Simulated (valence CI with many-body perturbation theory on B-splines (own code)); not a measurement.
The numbers below are computed, except where a source is named.
## V⁸⁺: configurations and terms from energies and g

Level of theory: valence CI with perturbative core correlation (CI+MBPT): five valence electrons over a frozen Dirac-Fock core [Ne], a basis of 9 s, 9 p, 8 d, 6 f, 3 g, 1 h functions for each j, with the one-electron correlation potential Σ1, the two-electron term Σ2, the three-electron term Σ3, Breit, model QED; selected CI, second order for the rest, scaled by the run's own slope (own B-spline code, finite nucleus).

No measured spectrum was set against this ion. As an estimate, levels of excited configurations hold to 0.05 to 0.15 % of their energy, terms of the ground configuration to about 0.5 %. Among the levels kept, up to 700 cm⁻¹ of a level comes from second order outside the variational space, and about a tenth of that is noise between levels of different J, which matters for small intervals.

| No. | J | Parity | E (eV) | g |
| --- | --- | --- | --- | --- |
| 1 | 3/2 | odd | 0.000 | 1.995 |
| 2 | 3/2 | odd | 4.332 | 0.834 |
| 3 | 5/2 | odd | 4.532 | 1.200 |
| 4 | 1/2 | odd | 7.359 | 0.665 |
| 5 | 3/2 | odd | 7.630 | 1.306 |
| 6 | 5/2 | even | 26.537 | 1.598 |
| 7 | 3/2 | even | 27.125 | 1.733 |
| 8 | 1/2 | even | 27.418 | 2.666 |
| 9 | 3/2 | even | 32.892 | 0.804 |
| 10 | 5/2 | even | 32.976 | 1.202 |
| 14 | 3/2 | even | 41.875 | 0.412 |
| 15 | 5/2 | even | 42.099 | 1.038 |
| 16 | 7/2 | even | 42.424 | 1.242 |
| 17 | 9/2 | even | 42.845 | 1.332 |

Energies count from the lowest level. Strongly mixed levels and levels close to another of their J and parity are left out, so the numbers can have gaps.

**Question.** Give configuration and LS term of each level.

**Answer.** 1: 3s2 3p3 4S°; 2: 3s2 3p3 2D°; 3: 3s2 3p3 2D°; 4: 3s2 3p3 2P°; 5: 3s2 3p3 2P°; 6: 3s 3p4 4P; 7: 3s 3p4 4P; 8: 3s 3p4 4P; 9: 3s 3p4 2D; 10: 3s 3p4 2D; 14: 3s2 3p2 3d 4F; 15: 3s2 3p2 3d 4F; 16: 3s2 3p2 3d 4F; 17: 3s2 3p2 3d 4F.
